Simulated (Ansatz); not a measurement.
Job for Ansatz (an electronic-structure program): U-r2SCAN/def2-TZVPP on HO2 (SMILES [O]O), 2S+1 = 2, atoms moved off the minimum.

Ansatz 0.2 input:
```yaml
crystal:
  periodic: [false, false, false]
  atoms:
    - {symbol: O, position_ang: [-0.50181347, 0.42011630, -0.03276276]}
    - {symbol: O, position_ang: [0.64234013, -0.29307501, -0.06703592]}
    - {symbol: H, position_ang: [-1.17832667, -0.33286919, 0.03729490]}
basis:
  gaussian:
    orbitals: def2-TZVPP
hamiltonian:
  xc: {name: r2SCAN}
magnetization: {spin_polarized: true, initial_magnetization: 1}
output: {forces: true}
```

It printed:

```
WARN ansatz: RAYON_NUM_THREADS=1 ignored (pool sized by the plan → 1); use --threads N
Functional definition: r2SCAN
integrals: 0.01 GiB planned
361 factors; their error is unknown
mean field: 0.17 GiB planned
mean field evaluation 1: about -4104.8676 eV, gradient 2.0e1 eV
mean field evaluation 2: about -4104.3554 eV, gradient 2.4e1 eV
mean field evaluation 4: about -4106.1913 eV, gradient 4.8e0 eV
mean field evaluation 8: about -4106.2659 eV, gradient 4.5e-2 eV
mean field evaluation 16: about -4106.2597 eV, gradient 3.1e-5 eV
mean field -4106.25974304 eV, -150.9022622340 hartree, gradient 3.5e-5 eV, S^2 0.754491; 1 other end points of the search recorded, 0 dependent functions left out
the calculation of the forces begins
reference -4106.25974815 eV, -150.9022624216 hartree; 9, 8 occupied and 67, 68 virtual orbitals, 361 factors
Total energy: -4106.25974815 eV, -150.9022624216 hartree
Atom 0 at    -0.501813     0.420116    -0.032763 Å, force    -0.484942    -2.093493     0.116079 eV/Å
Atom 1 at     0.642340    -0.293075    -0.067036 Å, force    -0.234209     0.572209    -0.011051 eV/Å
Atom 2 at    -1.178327    -0.332869     0.037295 Å, force     0.719151     1.521284    -0.105028 eV/Å
Dipole moment:    -0.426279    -0.163976     0.030983 e Å
```

The calculation finished and met its thresholds.

Cost: roughly 1.4 core-seconds.
